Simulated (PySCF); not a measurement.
Computed shifts of a molecule C3H7BN2, KT2/pcSseg-1 (PySCF), GIAO, gas phase, equivalent atoms averaged, in ppm (number of nuclei): ¹³C: 153.5 (1), 112.9 (1), 61.6 (1). ¹⁵N: 93.5 (1), 58.6 (1). ¹H: 5.74 (1), 5.66 (1), 4.59 (2), 3.19 (1), 2.69 (1), 2.53 (1). References: ¹³C against TMS (σ = 185.1 ppm); ¹⁵N against NH3 (σ = 266.2 ppm); ¹¹B against BF3 (σ = 89.8 ppm); ¹H against TMS (σ = 31.47 ppm), references at their B3LYP-D3(BJ)/def2-TZVP geometries, non-relativistic. The structure is a stationary point at PBE-D3(BJ)/def2-SVP. The values are those of a single conformer.

**Question.** Identify the compound among the candidates.
(A) CN1C=CB1N
(B) C#CCB(N)N
(C) C=C1CNB1N
(D) CC#CB(N)N

**Answer.** C, C=C1CNB1N
